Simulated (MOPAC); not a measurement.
MOPAC input (PM6):

```
PM6 1SCF GEO-OK AUX(PRECISION=9) THREADS=1
C2H10Si2

C    -1.33980800 1    1.37581300 1   -0.70593000 1
Si   -0.56561800 1   -0.00526700 1    0.31213800 1
C    -1.10604600 1   -1.68859800 1   -0.33404100 1
Si    1.77464200 1    0.16655500 1    0.25692900 1
H    -2.42995100 1    1.31249700 1   -0.67797100 1
H    -1.02575400 1    1.31222100 1   -1.74990100 1
H    -1.04979000 1    2.35743700 1   -0.32718800 1
H    -1.00437100 1    0.13308000 1    1.72792800 1
H    -0.78613900 1   -1.82890300 1   -1.36870200 1
H    -0.67945900 1   -2.49726500 1    0.26196600 1
H    -2.19373000 1   -1.78415200 1   -0.30217000 1
H     2.23260700 1    1.47970500 1    0.77921800 1
H     2.27116000 1    0.03509400 1   -1.13842900 1
H     2.41421700 1   -0.90104100 1    1.06813900 1
```

From the output:

```
                                                       MOPAC v23.2.5 Linux

          FINAL HEAT OF FORMATION =        -13.98048 KCAL/MOL =     -58.49432 KJ/MOL

          COSMO AREA              =        148.44 SQUARE ANGSTROMS
          COSMO VOLUME            =        146.90 CUBIC ANGSTROMS

          IONIZATION POTENTIAL    =          8.480429 EV
          HOMO LUMO ENERGIES (EV) =         -8.480  0.248
          NO. OF FILLED LEVELS    =         13
          MOLECULAR WEIGHT        =         90.2720         POINT GROUP:  Cs

          MOLECULAR DIMENSIONS (Angstroms)

            Atom       Atom       Distance
            H    12    H    11     5.60487
            H    14    H     7     4.83092
            H     8    H    13     3.70970

          SCF CALCULATIONS        =          1

   ATOM   CHEMICAL          X               Y               Z
  NUMBER   SYMBOL      (ANGSTROMS)     (ANGSTROMS)     (ANGSTROMS)

     1       C         -1.33980800  *   1.37581300  *  -0.70593000  *
     2      Si         -0.56561800  *  -0.00526700  *   0.31213800  *
     3       C         -1.10604600  *  -1.68859800  *  -0.33404100  *
     4      Si          1.77464200  *   0.16655500  *   0.25692900  *
     5       H         -2.42995100  *   1.31249700  *  -0.67797100  *
     6       H         -1.02575400  *   1.31222100  *  -1.74990100  *
     7       H         -1.04979000  *   2.35743700  *  -0.32718800  *
     8       H         -1.00437100  *   0.13308000  *   1.72792800  *
     9       H         -0.78613900  *  -1.82890300  *  -1.36870200  *
    10       H         -0.67945900  *  -2.49726500  *   0.26196600  *
    11       H         -2.19373000  *  -1.78415200  *  -0.30217000  *
    12       H          2.23260700  *   1.47970500  *   0.77921800  *
    13       H          2.27116000  *   0.03509400  *  -1.13842900  *
    14       H          2.41421700  *  -0.90104100  *   1.06813900  *

                             CARTESIAN COORDINATES

   1    C       -1.339808000     1.375813000    -0.705930000
   2   Si       -0.565618000    -0.005267000     0.312138000
   3    C       -1.106046000    -1.688598000    -0.334041000
   4   Si        1.774642000     0.166555000     0.256929000
   5    H       -2.429951000     1.312497000    -0.677971000
   6    H       -1.025754000     1.312221000    -1.749901000
   7    H       -1.049790000     2.357437000    -0.327188000
   8    H       -1.004371000     0.133080000     1.727928000
   9    H       -0.786139000    -1.828903000    -1.368702000
  10    H       -0.679459000    -2.497265000     0.261966000
  11    H       -2.193730000    -1.784152000    -0.302170000
  12    H        2.232607000     1.479705000     0.779218000
  13    H        2.271160000     0.035094000    -1.138429000
  14    H        2.414217000    -0.901041000     1.068139000

           Empirical Formula: C2 H10 Si2  =    14 atoms

      MOLECULAR POINT GROUP   :   Cs

                  EIGENVALUES
 -25.30021 -24.34335 -19.37114 -16.09312 -14.04466 -13.93967 -13.45199 -13.40888
 -11.61732 -11.56665 -10.71776 -10.63054  -8.48043   0.24751   0.30365   0.39563
   1.25470   1.30510   1.50234   1.88768   2.08516   2.23064   2.59259   2.59382
   3.42516   3.97098   4.40423   4.70378   4.78819   4.87750   6.03220   6.05228
   6.09828   6.10115   7.17571   7.28278

              NET ATOMIC CHARGES AND DIPOLE CONTRIBUTIONS

  ATOM NO.   TYPE          CHARGE      No. of ELECS.   s-Pop       p-Pop       d-Pop
    1          C          -0.757084        4.7571     1.07724     3.67984
    2         Si           0.346132        3.6539     1.20210     1.85906     0.59271
    3          C          -0.757084        4.7571     1.07725     3.67984
    4         Si           0.066043        3.9340     1.25748     2.25428     0.42220
    5          H           0.189393        0.8106     0.81061
    6          H           0.188448        0.8116     0.81155
    7          H           0.190649        0.8094     0.80935
    8          H           0.019615        0.9804     0.98039
    9          H           0.188448        0.8116     0.81155
   10          H           0.190649        0.8094     0.80935
   11          H           0.189393        0.8106     0.81061
   12          H          -0.017284        1.0173     1.01728
   13          H          -0.020033        1.0200     1.02003
   14          H          -0.017284        1.0173     1.01728
 DIPOLE           X         Y         Z       TOTAL
 POINT-CHG.     0.388     0.118     0.727     0.833
 HYBRID        -1.055    -0.219    -1.140     1.569
 SUM           -0.667    -0.101    -0.413     0.791

          ATOMIC ORBITAL ELECTRON POPULATIONS

     Atom    s        px        py        pz      x^2-y^2     xz        z^2       yz        xy
    1  C   1.07724   1.20812   1.24851   1.22321
    2 Si   1.20210   0.68639   0.50426   0.66841   0.16968   0.05122   0.19351   0.10357   0.07473
    3  C   1.07725   1.19739   1.28053   1.20192
    4 Si   1.25748   0.76949   0.74208   0.74270   0.09979   0.06089   0.10778   0.09149   0.06225
    5  H   0.81061
    6  H   0.81155
    7  H   0.80935
    8  H   0.98039
    9  H   0.81155
   10  H   0.80935
   11  H   0.81061
   12  H   1.01728
   13  H   1.02003
   14  H   1.01728

 **********************
 *                    *
 * JOB ENDED NORMALLY *
 *                    *
 **********************

 == MOPAC DONE ==
```

The geometry given is a B3LYP-D3(BJ)/def2-TZVP minimum.
